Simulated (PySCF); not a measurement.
Species: sum formula BNH5, charge 0, multiplicity 2. It need not be the lowest isomer of its formula. SMILES: [BH2-][NH3+]
Geometry: optimised at B3LYP-D3(BJ)/def2-TZVP (Ansatz).

Dispersion corrections to the total energy (kcal/mol) from the dftd3 and dftd4 libraries through PySCF: D3(BJ) without and D4 with the three-body term, each with the damping fitted for the functional named.

| functional | D3(BJ) | D4 |
|---|---|---|
| B3LYP | -2.90 | [?] |
| r2SCAN | -0.44 | -0.32 |
| HF | -16.72 | [?] |
| CAM-B3LYP | [?] | -1.07 |
| TPSSh | -1.89 | -1.65 |
| PBE | -1.75 | -1.34 |
| TPSS | -2.11 | -1.83 |

Task: Fill in the missing entries.

Result: 
- B3LYP, D4: -2.16
- HF, D4: -5.85
- CAM-B3LYP, D3(BJ): -1.16
